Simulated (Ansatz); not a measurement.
GeH4N (`[NH][GeH3]`) radical. Charge 0, multiplicity 2. Geometry: relaxed with PBE0-D4/def2-TZVP.

```xyz
6

N     0.937   -0.975    0.527
Ge   -0.177    0.252   -0.337
H     0.659   -1.013    1.514
H     0.240    0.299   -1.811
H    -0.015    1.640    0.313
H    -1.644   -0.203   -0.207
```

What is the dipole moment at r2SCAN/def2-TZVPP? (Estimate.)

Computed: 1.52 D, with components (-1.11, 0.79, 0.66) D in this frame, pointing from negative to positive charge.

And with PBE, B3LYP, ωB97M-V? (Best estimate.)

The calculation gave: PBE 1.51 D, B3LYP 1.55 D, ωB97M-V 1.57 D.

Give the Mulliken charges with r2SCAN, PBE, B3LYP in def2-TZVPP. (Estimate.)

Computed: 
```csv
atom,r2SCAN,PBE,B3LYP
N1,-0.34,-0.31,-0.33
Ge2,0.26,0.19,0.23
H3,0.14,0.14,0.13
H4,-0.02,-0.01,-0.01
H5,-0.02,-0.01,-0.01
H6,-0.02,-0.01,-0.01
```

B3LYP here is the variant with VWN-RPA as its local correlation; programs differ in this.
